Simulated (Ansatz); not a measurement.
Stepwise reaction of `O[SiH2]O` with hydrogen fluoride, as a gas-phase model of exchange steps in deposition or etching. ΔE in kJ/mol; ΔG adds harmonic PBE0-D4 terms to CCSD(T)/CBS, at 1 bar.

Isolated molecules relaxed with PBE0-D4/def2-TZVP in Ansatz; ΔE leaves out vibrations. CCSD(T)/CBS adds triple-zeta CCSD(T) − MP2 to the extrapolated MP2 energy (def2 sets, frozen cores). This one scheme is used for every species. DFT in def2-TZVPP. B3LYP here is the variant with VWN-RPA as its local correlation; programs differ in this. One conformer a species, not always the lowest.

```csv
step,reaction,PBE-D4,B3LYP-D4,ωB97M-V,CCSD(T)/CBS,ΔG(600 K)
1,`O[SiH2]O` + H–F → `O[SiH](O)F` + H₂,-137.9,-146.9,-147.8,-144.2,-147.0
```

Q: Give the row of step 2, `O[SiH](O)F` + H–F → `O[Si](O)(F)F` + H₂. (An estimate is asked.)

A: Computed: 
```json
{"step": "2", "reaction": "`O[SiH](O)F` + H–F → `O[Si](O)(F)F` + H₂", "PBE-D4": "-124.4", "B3LYP-D4": "-133.4", "ωB97M-V": "-134.8", "CCSD(T)/CBS": "-132.1", "ΔG(600 K)": "-127.1"}
```

Q: By hand: ΔE of the 2 steps together at CCSD(T)/CBS.

A: (-144.2) + (-132.1) = -276.3 kJ/mol, or -138.1 kJ/mol a step.

In ΔE each step is higher than the one before. All are downhill at CCSD(T)/CBS. ΔG lies between -147.0 and -127.1 kJ/mol a step. PBE-D4 differs from CCSD(T)/CBS by 6.3 to 7.7 kJ/mol a step. Isolated molecules leave out the surface, adducts and barriers. Largest T1 diagnostic: 0.011.
